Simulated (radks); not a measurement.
The numbers below are computed, except where a source is named.
Q: The mean radii <r> (bohr) of the occupied orbitals of an atom or ion are listed with their occupations. Level of theory: scalar-relativistic Kohn-Sham, PBE, spin-polarised, spherical densities, finite nucleus; Fermi nuclear charge, rms radius of each element as measured or else 0.836 A^(1/3) + 0.57 fm (a radial shooting solver on a logarithmic mesh with Libxc functionals).

| orbital | occ. | <r> |
|---|---|---|
| 1s up | 1 | 0.03517 |
| 1s down | 1 | 0.03517 |
| 2s up | 1 | 0.1537 |
| 2s down | 1 | 0.1537 |
| 2p up | 3 | 0.1340 |
| 2p down | 3 | 0.1339 |
| 3s up | 1 | 0.4288 |
| 3s down | 1 | 0.4288 |
| 3p up | 3 | 0.4305 |
| 3p down | 3 | 0.4304 |
| 3d up | 5 | 0.4150 |
| 3d down | 5 | 0.4149 |
| 4s up | 1 | 1.091 |
| 4s down | 1 | 1.087 |
| 4p up | 3 | 1.200 |
| 4p down | 3 | 1.194 |
| 4d up | 2 | 1.549 |
| 5p up | 1 | 2.998 |

Name the element and its charge. Open shells, if any, are filled with parallel spins first.

A: Z = 42, molybdenum, charge +3: Mo3+ in [Kr] 4d2 5p1. The 1s radius gives Z: for a bare nucleus <r> = (2 gamma + 1)/(2Z) with gamma = sqrt(1 - (Z/c)^2), 0.03457 bohr for Z = 42, and screening makes it slightly larger (0.03517 here). The occupations add up to 39, and the charge is Z minus that.
